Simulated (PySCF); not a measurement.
Run record: geometry optimisation, [TaCl6]- (`[Cl][Ta-]([Cl])([Cl])([Cl])([Cl])[Cl]`).

Method: PBE0-D3(BJ)/def2-SVP geometry optimisation, gas phase, def2 core potentials past Kr (PySCF 2.14.0). Start geometry: GFN2-xTB. The input is one job of a driver script: a line of settings, then coordinates in Å.

Input:
```
{"job": {"xc": "PBE0", "basis": "def2-SVP", "d3": "d3bj", "grid": 1, "maxiter": 30, "shake": 0.03, "kind": "geom"}, "charge": -1, "multiplicity": 1}
Ta     0.061460    -0.076520     0.012550
Cl    -0.024400    -0.013190     2.350710
Cl    -0.030040     0.011850    -2.382820
Cl     2.456770     0.004410     0.003280
Cl    -2.365140    -0.037110    -0.055780
Cl    -0.031330     2.371560     0.006830
Cl     0.024540    -2.363000    -0.003320
```

What does the run print?

```
step   0  E = -2816.91613147  max force = 0.038696
step   1  E = -2816.91999866  max force = 0.008835
step   2  E = -2816.91775654  max force = 0.009352
step   3  E = -2816.92038625  max force = 0.005921
step   4  E = -2816.92092111  max force = 0.002195
step   5  E = -2816.92088650  max force = 0.001289
step   6  E = -2816.92100614  max force = 0.000560
step   7  E = -2816.92102716  max force = 0.000255
step   8  E = -2816.92103649  max force = 0.000266
optimisation converged
```

Energies in Eh; «max force» is the largest Cartesian gradient component in Eh/bohr.

Give the first gradient maximum in eV/Å.

With 1 Eh/bohr = 51.422 eV/Å, 1.990 eV/Å.

At which steps does the energy rise by more than 1e-5 Eh?

At steps 2 (+2.24 mEh) and 5 (+0.03 mEh).

In short: final energy -2816.92104 Eh after 8 steps.

Give the final coordinates.

0.051 Å rms from the input after alignment:
```
atom  x, y, z in Å
Ta1    0.0126   -0.0139   -0.0101
Cl2   -0.0030   -0.0242    2.3602
Cl3    0.0209   -0.0011   -2.3801
Cl4    2.3829    0.0074   -0.0021
Cl5   -2.3572   -0.0421   -0.0299
Cl6   -0.0049    2.3561    0.0043
Cl7    0.0407   -2.3842   -0.0107
```

On one thread of an Arm Neoverse V1, no GPU (shared host), this took 2.2 min and 0.57 GiB of memory at its peak.
Labels such as C1 count atoms from 1, the log's own numbers from 0.
